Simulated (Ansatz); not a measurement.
Species: BaF$_{2}$, charge 0, singlet. BaF2 (SMILES [F][Ba][F]).
B3LYP-D3(BJ)/def2-TZVP minimum from Ansatz (an electronic-structure program):
```xyz
3

Ba     0.2229     0.1181     0.0921
F     -0.9395     1.0791    -1.5469
F     -0.4472    -1.8142     0.9739
```
Charge 0, spin multiplicity 1.

Total energies in hartree (Ansatz). Radicals and triplets start from unrestricted determinants; spin-orbit coupling is neglected. Correlated methods leave the cores frozen (noble-gas shells, and filled d and f shells in the p block). Past Kr the def2 sets carry scalar-relativistic core potentials. Where a partner has so few electrons that a lower coupled-cluster level is exact, that level stands in. The restricted determinant of Ba ([Ba], singlet) is unstable towards broken spin symmetry in at least one set run.

| species | HF/def2-TZVPP | CCSD(T)/def2-TZVPP | HF/def2-QZVPP | CCSD(T)/def2-QZVPP | CCSDT(Q)/def2-TZVPP |
|---|---|---|---|---|---|
| 1: BaF2 (SMILES [F][Ba][F]) | -224.22638 | -224.78671 | -224.24194 | -224.85779 | -224.78736 |
| 2: Ba (singlet) | -25.09489 | -25.11689 | -25.09522 | -25.11905 | -25.11689 |
| 3: F (doublet) | -99.41180 | -99.62506 | -99.41589 | -99.65118 | -99.62536 |

Problem. Work out the atomisation energy (electronic, to ground-state atoms) in kcal/mol: take Hartree-Fock from def2-QZVPP, extrapolate the CCSD(T) correlation energy as X^-3 (X = 3, 4), and add CCSDT(Q) - CCSD(T) in def2-TZVPP. 1 hartree = 627.51 kcal/mol.

Solution. 
Species 1: correlation (64·(-0.61585) - 27·(-0.56033))/37 = -0.65636; step -0.00065; E1 = -224.24194 + (-0.65636) + (-0.00065) = -224.89895
Species 2: correlation (64·(-0.02383) - 27·(-0.02200))/37 = -0.02517; step +0.00000; E2 = -25.09522 + (-0.02517) + (+0.00000) = -25.12039
Species 3: correlation (64·(-0.23529) - 27·(-0.21326))/37 = -0.25137; step -0.00030; E3 = -99.41589 + (-0.25137) + (-0.00030) = -99.66756
-1·E1 +1·E2 +2·E3 = 0.44344 hartree = 278.3 kcal/mol.
